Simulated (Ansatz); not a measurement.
# Cost against result

Saddle point of SiHCl2F, singlet (SiCl₂ + HF → SiHCl₂F ([F][SiH]([Cl])[Cl]); bonds formed: Si1–H4, Si1–F5; bonds broken: H4–F5), PBE0-D4/def2-TZVP structure:

```csv
atom,x (Å),y (Å),z (Å)
Si1,0.1919,-0.3554,0.3530
Cl2,1.5956,-0.7579,-1.0812
Cl3,-1.4463,-1.4748,-0.1490
H4,0.0251,1.1657,0.9784
F5,-0.3663,1.4224,-0.1012
```

Barriers are electronic and count from the start structure reached by relaxing down the imaginary mode.

Computed with Ansatz 0.2.0 (basis: as named in each row); correlated methods freeze the cores. B3LYP uses VWN-RPA correlation. Extrapolation: Hartree–Fock as exp(−7.88 √X), correlation as X^−2.97.

Times are rough, for one single point on 2 threads of a shared host (Arm Neoverse V1).

The estimate by CCSD(T) at an estimated basis limit (MP2 extrapolated from triple and quadruple zeta, plus CCSD(T) − MP2 in triple zeta) is 22.27 kcal/mol.

```json
{"method": "HF", "basis": "STO-3G", "time (s)": "under 1", "barrier (kcal/mol)": "46.13", "method less estimate": "23.86"}
{"method": "PBE-D4", "basis": "STO-3G", "time (s)": "under 1", "barrier (kcal/mol)": "-1.70", "method less estimate": "-23.97"}
{"method": "SPW92", "basis": "def2-SVP", "time (s)": "under 1", "barrier (kcal/mol)": "5.44", "method less estimate": "-16.83"}
{"method": "PBE-D4", "basis": "def2-SVP", "time (s)": "under 1", "barrier (kcal/mol)": "11.91", "method less estimate": "-10.36"}
{"method": "B3LYP-D4", "basis": "6-31G", "time (s)": "under 1", "barrier (kcal/mol)": "26.10", "method less estimate": "3.83"}
{"method": "PBE0-D4", "basis": "def2-SVP", "time (s)": "1", "barrier (kcal/mol)": "17.68", "method less estimate": "-4.59"}
{"method": "SPW92", "basis": "def2-TZVPP", "time (s)": "1", "barrier (kcal/mol)": "8.10", "method less estimate": "-14.17"}
{"method": "CCSD(T)", "basis": "def2-SVP", "time (s)": "1", "barrier (kcal/mol)": "25.27", "method less estimate": "3.00"}
{"method": "BLYP-D4", "basis": "def2-TZVPP", "time (s)": "2", "barrier (kcal/mol)": "17.58", "method less estimate": "-4.69"}
{"method": "PBE-D4", "basis": "def2-TZVPP", "time (s)": "2", "barrier (kcal/mol)": "14.13", "method less estimate": "-8.14"}
{"method": "B3LYP-D4", "basis": "def2-TZVPP", "time (s)": "2", "barrier (kcal/mol)": "20.64", "method less estimate": "-1.63"}
{"method": "BHLYP-D4", "basis": "def2-TZVPP", "time (s)": "2", "barrier (kcal/mol)": "25.66", "method less estimate": "3.39"}
{"method": "PBE0-D4", "basis": "def2-TZVPP", "time (s)": "3", "barrier (kcal/mol)": "18.58", "method less estimate": "-3.69"}
{"method": "CAM-B3LYP-D4", "basis": "def2-TZVPP", "time (s)": "3", "barrier (kcal/mol)": "20.40", "method less estimate": "-1.87"}
{"method": "RPA on PBE", "basis": "def2-TZVPP", "time (s)": "4", "barrier (kcal/mol)": "22.42", "method less estimate": "0.15"}
{"method": "r2SCAN-D4", "basis": "def2-TZVPP", "time (s)": "4", "barrier (kcal/mol)": "14.41", "method less estimate": "-7.86"}
{"method": "B2PLYP", "basis": "def2-TZVPP", "time (s)": "4", "barrier (kcal/mol)": "21.07", "method less estimate": "-1.20"}
{"method": "PBE-QIDH", "basis": "def2-TZVPP", "time (s)": "4", "barrier (kcal/mol)": "20.92", "method less estimate": "-1.35"}
{"method": "r2SCAN0-D4", "basis": "def2-TZVPP", "time (s)": "5", "barrier (kcal/mol)": "18.73", "method less estimate": "-3.54"}
{"method": "wB97M-V", "basis": "def2-SVP", "time (s)": "5", "barrier (kcal/mol)": "19.88", "method less estimate": "-2.39"}
{"method": "wB97X-V", "basis": "def2-TZVPP", "time (s)": "8", "barrier (kcal/mol)": "20.08", "method less estimate": "-2.19"}
{"method": "B97M-V", "basis": "def2-TZVPP", "time (s)": "8", "barrier (kcal/mol)": "18.65", "method less estimate": "-3.62"}
{"method": "wB97M-V", "basis": "def2-TZVPP", "time (s)": "8", "barrier (kcal/mol)": "21.72", "method less estimate": "-0.55"}
{"method": "MP2", "basis": "def2-QZVPP", "time (s)": "12", "barrier (kcal/mol)": "20.23", "method less estimate": "-2.04"}
{"method": "CCSD(T)", "basis": "def2-TZVPP", "time (s)": "36", "barrier (kcal/mol)": "23.06", "method less estimate": "0.79"}
```

All methods are single points on the PBE0-D4 structures; a negative value means that the method puts the saddle structure below the start.

T1 diagnostic: at most 0.015. The restricted Hartree–Fock reference is unstable towards an unrestricted one at one or more of these structures.

Losses and insertions of silylenes and their heavier kin drive the gas-phase chemistry of silicon and germanium vapour deposition.

Labels in which every atom is bracketed show which atoms are joined, not bond orders.
